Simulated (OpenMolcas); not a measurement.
# Mn5+: terms and fine structure

```
Program             : OpenMolcas
Method              : CASSCF
Basis               : ANO-RCC-VTZP [6s5p3d2f1g]
Scalar Hamiltonian  : DKH2, point nucleus
Active space        : 2 electrons in 5 orbitals (3d)
State averaging     : 2S+1 = 3 even, 10 roots; 2S+1 = 1 even, 15 roots
Spin-orbit coupling : state interaction with AMFI integrals over the reference wave functions, term energies averaged over their components
```

With spin-orbit coupling, above the lowest level:

```csv
Configuration,Term,J,E (cm-1),Measured (cm-1),Term weight %,Second
3d2,3F,2,0.0,0.0,100,
3d2,3F,3,751,746,100,
3d2,3F,4,1704,1669,100,
3d2,1D,2,18834,15336,97,3 3P
3d2,3P,0,21888,17782,100,
3d2,3P,1,22157,18057,100,
3d2,3P,2,22764,18628,97,3 1D
3d2,1G,4,28820,25511,100,
3d2,1S,0,69682,,100,
```

Against the 7 measured excited levels shown (Corliss and Sugar, J. Phys. Chem. Ref. Data 6, 1253 (1977)) the mean absolute deviation is 2700 cm-1; the largest miss in energy is 3d2 3P2: computed 22764, measured 18628 cm-1 (+22.2 %).

Spin-orbit coupling puts the lowest level 991 cm-1 below the lowest spin-free term.

For 3F the intervals divided by the larger J are 250.2, 238.5 cm-1. Landé's interval rule makes them equal in pure LS coupling; they differ by 5 % of their mean. The multiplet is regular.

Without dynamic correlation excited terms often stand tens of per cent too high (terms of higher spin than the ground term too low), and those without a measured partner can miss by more than the paired ones. Measured partners are found by configuration, term and J. A level has none where our copy of the source lacks it or the pairing is in doubt (some pairs that miss far off the trend of their configuration count as doubtful), and it then counts in no deviation. Only configurations of the active space appear.

The RASSCF and RASSI steps took 4.8 s on 1 thread of Arm Neoverse V2, with other jobs on the host; the integral step is not counted.

The term weight is that of the spin-free term in the level, not the purity of its configuration.
